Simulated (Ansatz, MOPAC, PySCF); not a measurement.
The same groups moved round the core (cyclohexane cyano+boryl). Gas-phase values, no solvent. One relaxed conformer stands for each flexible species; it need not be the lowest. Strings in code marks are SMILES.

Quantity: electronic energy of isomers of C7H12BN relative to `B[C@@H]1CCC[C@H](C#N)C1`, in eV. Semi-empirical values (MOPAC) are differences of heats of formation.

Level 1: TPSSh-D3(BJ)/def2-TZVP // PBE0-D3(BJ)/def2-SVP (PySCF)
Level 2: frozen-core MP2/cc-pVDZ // PBE0-D3(BJ)/def2-SVP (Ansatz, a program for electronic structure)
Level 3: AM1 // PBE0-D3(BJ)/def2-SVP (MOPAC)
Level 4: PM3 // PBE0-D3(BJ)/def2-SVP (MOPAC)

```json
[
 {"species": "`B[C@H]1CC[C@@H](C#N)CC1`", "level 2": "0.390", "level 3": "0.003", "level 4": "0.086"},
 {"species": "`B[C@@H]1CCC[C@@H](C#N)C1`", "level 2": "0.108", "level 3": "-0.157", "level 4": "-0.091"},
 {"species": "`BC1(C#N)CCCCC1`", "level 2": "0.089", "level 3": "0.162", "level 4": "-0.010"}
]
```

Q: What does level 1 give for each, and how far do the other levels lie from it on average?

A: 
- `B[C@H]1CC[C@@H](C#N)CC1`: 0.323
- `B[C@@H]1CCC[C@@H](C#N)C1`: 0.083
- `BC1(C#N)CCCCC1`: 0.073
Mean absolute difference from level 1, which has limits of its own, over these rows (drawn at random from the members that have all these levels): level 2 0.036 eV, level 3 0.216 eV, level 4 0.164 eV.
